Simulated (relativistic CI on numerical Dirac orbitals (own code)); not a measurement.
Hyperfine structure of Ta¹⁷⁺, mass number 181

Method of calculation: Dirac-Coulomb-Breit CI, separate exchange-only KLI orbitals for each configuration, model QED, unscaled Slater integrals (own radial code, finite nucleus).

Configurations in the expansion (outside the closed core [Ar] 3d10): 4s2 4p6 4d10 4f10, 4s2 4p6 4d10 4f9 5s, 4s2 4p6 4d10 4f8 5s2, 4s2 4p6 4d9 4f11, 4s2 4p6 4d10 4f9 6s, 4s2 4p6 4d8 4f12, 4s2 4p5 4d10 4f11, 4s 4p6 4d10 4f11, 4s2 4p4 4d10 4f12, 4p6 4d10 4f12, 4s 4p6 4d9 4f12, 4s 4p5 4d10 4f12. Levels of other configurations are missing.

Nuclear spin I = 7/2, μ = 2.365 μN, Q = 3.17 b (tables of Stone and Pyykkö). The electronic factors are computed for point nuclear moments, without core polarisation or the Bohr-Weisskopf and QED corrections.

```json
{"Level": "4s2 4p6 4d10 4f10 5I_8", "E (cm⁻¹)": "0.0", "A (MHz)": "1039", "B (MHz)": "3820"}
{"Level": "4s2 4p6 4d10 4f10 5I_7", "E (cm⁻¹)": "13129.0", "A (MHz)": "1138", "B (MHz)": "3700"}
{"Level": "4s2 4p6 4d10 4f10 5I_6", "E (cm⁻¹)": "20965.0", "A (MHz)": "1228", "B (MHz)": "3750"}
{"Level": "4s2 4p6 4d10 4f10 5I_5", "E (cm⁻¹)": "25268.6", "A (MHz)": "1280", "B (MHz)": "1980"}
{"Level": "4s2 4p6 4d10 4f10 5F_5", "E (cm⁻¹)": "30573.4", "A (MHz)": "1063", "B (MHz)": "182"}
{"Level": "4s2 4p6 4d10 4f10 5I_4", "E (cm⁻¹)": "31016.3", "A (MHz)": "1774", "B (MHz)": "3810"}
{"Level": "4s2 4p6 4d10 4f10 5F_4", "E (cm⁻¹)": "37923.9", "A (MHz)": "952", "B (MHz)": "-3110"}
{"Level": "4s2 4p6 4d10 4f10 3K_8", "E (cm⁻¹)": "39027.0", "A (MHz)": "1186", "B (MHz)": "-1460"}
```

Levels with J = 0, under 50 % of one LS term, or S terms without an open s electron are left out. Small factors come from cancelling terms and can be off by tens of per cent or more.

At this charge transitions that keep the count of f electrons are usually good to a few per cent. Terms inside the open d or f shell come out 10 to 20 % too wide with unscaled integrals. Levels that differ in their count of f electrons can be misplaced by several ten thousand cm⁻¹, since the correlation energy of f electrons is missing or only estimated; rates across such gaps can be off by orders of magnitude.

Problem. Give the hyperfine levels of 4s2 4p6 4d10 4f10 5I_8 relative to its centre of gravity.

Solution. With K = F(F + 1) − I(I + 1) − J(J + 1), E = AK/2 + B[¾K(K + 1) − I(I + 1)J(J + 1)]/[2I(2I − 1)J(2J − 1)]: F = 9/2: -31360, F = 11/2: -26360, F = 13/2: -20270, F = 15/2: -13010, F = 17/2: -4472, F = 19/2: 5461, F = 21/2: 16920, F = 23/2: 30040 MHz.

LS names give the leading component of a level, which can be under half, so a name can repeat, a term be missing and a line seem to break the LS rules.
